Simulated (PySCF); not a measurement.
Excitations are Tamm–Dancoff values on a coarser integration grid. The basis has no diffuse functions, so Rydberg states are missing or too high.

# CH$_{4}$OSi$_{2}$, SMILES `O=C[SiH]=[SiH2]` (O–C–Si–Si torsion 21°) (charge 0, multiplicity 1)

These are PBE-D3(BJ)/def2-TZVP // B3LYP-D3(BJ)/def2-TZVP (PySCF 2.14.0) values and carry that method's errors.

The HOMO comes out as -5.53 eV. The dipole moment is 1.98 D. The LUMO comes out as -3.56 eV, the HOMO–LUMO gap comes out as 1.97 eV and the S1 excitation (TDA) is 2.37 eV. The S1 oscillator strength is 0.004, the brightest of the four lowest singlets (TDA) is 3.47 eV and the T1 excitation (TDA) is 1.41 eV. The S1–T1 gap (TDA) is 0.96 eV and the total energy is -694.2818 Ha. The cost is very roughly 100 core-seconds.

```xyz
8

O     -2.0282     1.1094    -0.1293
C     -1.7664    -0.0605     0.0256
Si     0.0017    -0.7048     0.3485
Si     1.6606     0.5509    -0.2207
H     -2.5804    -0.8208     0.0026
H      0.1342    -2.1785     0.3237
H      1.5257     2.0168    -0.2937
H      3.0527     0.0876    -0.0566
```
Charge 0, spin multiplicity 1.
